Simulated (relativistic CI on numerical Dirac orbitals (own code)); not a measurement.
# Line list: Electric-dipole lines, O³⁺

These numbers are calculated, not measured: Dirac-Coulomb-Breit CI, separate exchange-only KLI orbitals for each configuration, model QED (radiative potential, 1s self-energy scaled to tabulated hydrogen-like ionisation energies), valence Slater integrals scaled by 0.85, configuration energies shifted to the measured levels that pair with them (semi-empirical) (own radial code, finite nucleus).

CI space (outside the closed core 1s2): 2s2 2p, 2s 2p2, 2p3, 2s2 3s, 2s2 3d, 2s 2p 3s, 2s 2p 3p, 2s2 4s, 2s 2p 3d, 2s2 4p, 2s2 4d, 2s2 5s, 2s2 5p, 2s2 5d, 2s 2p 4s, 2s2 3p, 2p2 3s, 2p2 3p, 2p2 3d, 2s2 4f, 2s 3s2, 2s 2p 4p, 2s 2p 4d, 2s 2p 4f, 2s 3s 3p, 2s 3s 3d, 2s 3p2, 2s 3p 3d, 2s 3d2, 2p 3s2. Levels of other configurations are missing.

| λ vac (Å) | Lower | Upper | A (s⁻¹) | E lower (cm⁻¹) | E upper (cm⁻¹) |
| --- | --- | --- | --- | --- | --- |
| 195.86 | 2s2 2p 2P°_1/2 [1] | 2s2 4d 2D_3/2 [55] | 1.17e+10 | 0 | 510569 |
| 196.00 | 2s2 2p 2P°_3/2 [2] | 2s2 4d 2D_5/2 [56] | 1.40e+10 | 379 | 510574 |
| 207.68 | 2s2 2p 2P°_1/2 [1] | 2s 2p 3p 2D_3/2 [36] | 1.18e+10 | 0 | 481507 |
| 207.74 | 2s2 2p 2P°_3/2 [2] | 2s 2p 3p 2D_5/2 [37] | 1.43e+10 | 379 | 481756 |
| 213.78 | 2s2 2p 2P°_3/2 [2] | 2s 2p 3p 2P_3/2 [27] | 1.09e+10 | 379 | 468146 |
| 223.16 | 2s 2p2 2D_5/2 [6] | 2s 2p 3d 2F°_7/2 [93] | 1.36e+10 | 126935 | 575043 |
| 223.17 | 2s 2p2 2D_3/2 [7] | 2s 2p 3d 2F°_5/2 [92] | 1.28e+10 | 126951 | 575031 |
| 223.36 | 2s 2p2 2D_5/2 [6] | 2s 2p 3d 2D°_5/2 [91] | 8.91e+09 | 126935 | 574648 |
| 231.53 | 2s 2p2 4P_1/2 [3] | 2s 2p 3d 4P°_3/2 [53] | 1.07e+10 | 72286 | 504205 |
| 231.56 | 2s 2p2 4P_3/2 [4] | 2s 2p 3d 4P°_1/2 [54] | 2.49e+10 | 72414 | 504275 |
| 231.64 | 2s 2p2 4P_3/2 [4] | 2s 2p 3d 4P°_5/2 [52] | 6.73e+09 | 72414 | 504109 |
| 231.69 | 2s 2p2 4P_5/2 [5] | 2s 2p 3d 4P°_3/2 [53] | 1.35e+10 | 72590 | 504205 |
| 231.74 | 2s 2p2 4P_5/2 [5] | 2s 2p 3d 4P°_5/2 [52] | 2.08e+10 | 72590 | 504109 |
| 233.23 | 2s 2p2 4P_1/2 [3] | 2s 2p 3d 4D°_3/2 [47] | 2.35e+10 | 72286 | 501055 |
| 233.24 | 2s 2p2 4P_1/2 [3] | 2s 2p 3d 4D°_1/2 [46] | 4.50e+10 | 72286 | 501029 |
| 233.27 | 2s 2p2 4P_3/2 [4] | 2s 2p 3d 4D°_5/2 [48] | 3.89e+10 | 72414 | 501100 |
| 233.30 | 2s 2p2 4P_3/2 [4] | 2s 2p 3d 4D°_3/2 [47] | 2.75e+10 | 72414 | 501055 |
| 233.33 | 2s 2p2 4P_5/2 [5] | 2s 2p 3d 4D°_7/2 [49] | 5.32e+10 | 72590 | 501164 |
| 233.37 | 2s 2p2 4P_5/2 [5] | 2s 2p 3d 4D°_5/2 [48] | 1.42e+10 | 72590 | 501100 |
| 238.36 | 2s2 2p 2P°_1/2 [1] | 2s2 3d 2D_3/2 [19] | 2.96e+10 | 0 | 419538 |
| 238.56 | 2s2 2p 2P°_3/2 [2] | 2s2 3d 2D_5/2 [20] | 3.55e+10 | 379 | 419552 |
| 246.29 | 2s 2p2 2P_3/2 [10] | 2s 2p 3d 2P°_3/2 [107] | 1.70e+10 | 176984 | 583004 |
| 251.34 | 2s 2p2 2P_1/2 [9] | 2s 2p 3d 2D°_3/2 [90] | 1.89e+10 | 176747 | 574612 |
| 251.47 | 2s 2p2 2P_3/2 [10] | 2s 2p 3d 2D°_5/2 [91] | 2.28e+10 | 176984 | 574648 |
| 259.21 | 2s 2p2 2D_5/2 [6] | 2s 2p 3d 2F°_7/2 [58] | 3.46e+10 | 126935 | 512725 |
| 259.38 | 2s 2p2 2D_3/2 [7] | 2s 2p 3d 2F°_5/2 [57] | 3.20e+10 | 126951 | 512488 |
| 265.42 | 2s 2p2 2D_5/2 [6] | 2s 2p 3d 2D°_5/2 [51] | 1.35e+10 | 126935 | 503697 |
| 265.46 | 2s 2p2 2D_3/2 [7] | 2s 2p 3d 2D°_3/2 [50] | 1.39e+10 | 126951 | 503660 |
| 271.93 | 2s 2p2 4P_5/2 [5] | 2s 2p 3s 4P°_5/2 [23] | 7.41e+09 | 72590 | 440337 |
| 281.38 | 2s 2p2 2S_1/2 [8] | 2s 2p 3d 2P°_1/2 [60] | 2.07e+10 | 158927 | 514324 |
| 281.48 | 2s 2p2 2S_1/2 [8] | 2s 2p 3d 2P°_3/2 [59] | 2.12e+10 | 158927 | 514194 |
| 565.78 | 2s2 2p 2P°_1/2 [1] | 2s 2p2 2P_1/2 [9] | 4.74e+09 | 0 | 176747 |
| 566.23 | 2s2 2p 2P°_3/2 [2] | 2s 2p2 2P_3/2 [10] | 6.00e+09 | 379 | 176984 |
| 628.44 | 2s 2p2 4P_3/2 [4] | 2p3 4S°_3/2 [11] | 2.25e+09 | 72414 | 231537 |
| 629.14 | 2s 2p2 4P_5/2 [5] | 2p3 4S°_3/2 [11] | 3.36e+09 | 72590 | 231537 |
| 630.72 | 2s2 2p 2P°_3/2 [2] | 2s 2p2 2S_1/2 [8] | 2.24e+09 | 379 | 158927 |
| 643.11 | 2s2 3d 2D_3/2 [19] | 2s 2p 3d 2F°_5/2 [92] | 3.64e+09 | 419538 | 575031 |
| 643.12 | 2s2 3d 2D_5/2 [20] | 2s 2p 3d 2F°_7/2 [93] | 3.98e+09 | 419552 | 575043 |
| 760.60 | 2s 2p2 2D_3/2 [7] | 2p3 2D°_3/2 [13] | 1.55e+09 | 126951 | 258426 |
| 760.69 | 2s 2p2 2D_5/2 [6] | 2p3 2D°_5/2 [12] | 1.62e+09 | 126935 | 258394 |
| 787.70 | 2s2 2p 2P°_1/2 [1] | 2s 2p2 2D_3/2 [7] | 6.77e+08 | 0 | 126951 |
| 790.16 | 2s2 2p 2P°_3/2 [2] | 2s 2p2 2D_5/2 [6] | 8.00e+08 | 379 | 126935 |
| 895.17 | 2s 2p2 2P_3/2 [10] | 2p3 2P°_3/2 [15] | 1.36e+09 | 176984 | 288694 |
| 9502.0 | 2s2 4p 2P°_3/2 [45] | 2s2 4d 2D_5/2 [56] | 2.17e+07 | 500050 | 510574 |
| 19186.5 | 2s2 5p 2P°_3/2 [71] | 2s2 5d 2D_5/2 [73] | 7.72e+06 | 546820 | 552032 |

Terms are leading LS components. Brackets give the number of a level in order of energy, since labels repeat. The list gives strong lines, with weight on those to low levels, without configurations that were not tied to measured data, without lines whose two gauges differ by over a factor of 2.5, among the lowest 155 of 274 levels, so that lines to higher ones, which can be the strongest, are missing, and without lines across small gaps between configurations, and without 36 lines that miss the measured interval by over 3.5 %, start from a term whose rates miss tabulated ones by over 60 %, have gauges far apart or, lacking measured levels, span too small a gap for the errors found; lines with a level outside our table were not tested and can miss by more. Levels whose partners in the same complex of configurations lie outside the list can be far off, and so can their lines. Rates are taken at the computed energies, electric ones in the length gauge.

Configurations whose levels could be paired with our table of measured levels were shifted onto them, all but the ground configuration, by the median error of their levels; single terms can still be off by 1,000 to 2,000 cm⁻¹ or more, and rates follow the energies as ν³ (E1, M1) or ν⁵ (E2). The others borrow a shift and can be off by several thousand cm⁻¹ or more. The fine structure of a lone outer electron comes out too small, for d and f at times inverted, and misplaced configurations move strength between like terms. 53 of the 55 excited levels that our extract of the measured tables holds in this range could be paired (the sources list more); they are missed by 823 cm⁻¹ on average and 5440 at most, after the shifts were fitted to these levels, and levels without a partner can miss by more.
